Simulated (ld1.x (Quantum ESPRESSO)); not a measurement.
**What one change does to a pseudopotential (K, TM)**

K (Z = 19), norm-conserving Troullier–Martins (Kleinman–Bylander form), made with ld1.x (Quantum ESPRESSO) 7.5 (LDA (PZ), scalar-relativistic). Core [Ne], reference 3s2 3p6 3d1 4s0 4p0. Waves: 3s (bound): rc 2.15 bohr; 3d (bound): rc 4.20 bohr; 3p (bound): rc 1.20 bohr. Local part: the p channel. Core correction: none.

Change: all radii scaled by about 1.06 (s 2.28, p 1.26, d 4.44 bohr).

Cutoffs: the cutoffs (Ry, on a coarse ladder) from which the occupation-weighted sum of valence levels, in a spherical-Bessel basis at the reference potential, stays within 10 and 1 mRy of its value at 400 Ry; they do not see the model core or the augmentation charge, which bear on the density cutoff. Errors are all-electron minus pseudo energies relative to the spin-unpolarised reference configuration.

Predict the effect on cutoff, ghosts and configuration errors.

The potential gets neither clearly harder nor softer (50 Ry and 70 Ry → 45 Ry and 70 Ry); of the 9 tests that both files solve, the error grows in 9 and shrinks in 0 by more than 15 % and 0.3 meV (median size 67.2 → 82.7 meV); neither file shows a bound ghost. More of the atom is replaced by a form fitted at one configuration, so other configurations suffer.

```tsv
quantity	base	changed
cutoff, loose	50 Ry	45 Ry
cutoff, tight	70 Ry	70 Ry
bound ghosts	none	none
error for 3s2 3p6 3d0 4s1 4p0, meV [ΔE -2.51 eV]	+95	+116
error for 3s2 3p6 3d0 4s0 4p0, meV [ΔE 1.89 eV]	+7.8	+10
error for 3s2 3p6 3d0 4s0.5 4p0, meV [ΔE -0.80 eV]	+67	+83
error for 3s2 3p6 3d0 4s0 4p1, meV [ΔE -0.88 eV]	+6.5	+7.7
error for 3s2 3p6 3d0.5 4s0.5 4p0, meV [ΔE -1.26 eV]	+55	+67
error for 3s2 3p5 3d0 4s1 4p0, meV [ΔE 22.45 eV]	+458	+552
error for 3s1 3p6 3d0 4s1 4p0, meV [ΔE 39.32 eV]	+381	+455
error for 3s2 3p6 3d1 4s0 4p0 (spin-polarised), meV [ΔE -0.06 eV]	+1.7	+2.1
error for 3s2 3p6 3d0 4s1 4p0 (spin-polarised), meV [ΔE -2.65 eV]	+95	+116
```
